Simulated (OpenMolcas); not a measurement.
A calculation on Re VI.

```json
{
  "Program": "OpenMolcas",
  "Method": "SS-CASPT2, IPEA 0.25 Eh, imaginary shift 0.1 Eh (closed shells correlated: 5s 5p)",
  "Basis": "ANO-RCC-VTZP [8s7p5d3f2g1h]",
  "Scalar Hamiltonian": "DKH2, point nucleus",
  "Active space": "2 electrons in 5 orbitals (5d)",
  "State averaging": "2S+1 = 3 even, 10 roots; 2S+1 = 1 even, 15 roots",
  "Spin-orbit coupling": "RASSI with atomic mean-field integrals over the reference wave functions, term energies averaged over their components"
}
```

(1) Which level of the active space comes out lowest?

(2) How high does 5d2 1G4 lie?

(3) How high does 5d2 3P1 lie?

(4) How high does 5d2 1S0 lie?

(5) The level at 16790 cm-1 has J = 2. What is it made of, and what is its g factor?

Answers

(1) 5d2 3F2, with 88 % of that term.

(2) 27420 cm-1 above the lowest level.

(3) 19860 cm-1 above the lowest level.

(4) 51480 cm-1 above the lowest level.

(5) 54 % 5d2 1D2, 36 % 5d2 3P, 10 % 5d2 3F; g = 1.149, against 1.000 from Landé's formula for the pure leading term.

CASPT2 does not keep the components of a term degenerate, so their means are used; among the terms shown or strongly mixed into the levels shown the widest spread is 380 cm-1 (5d2 1G). Levels of configurations outside the active space are missing.
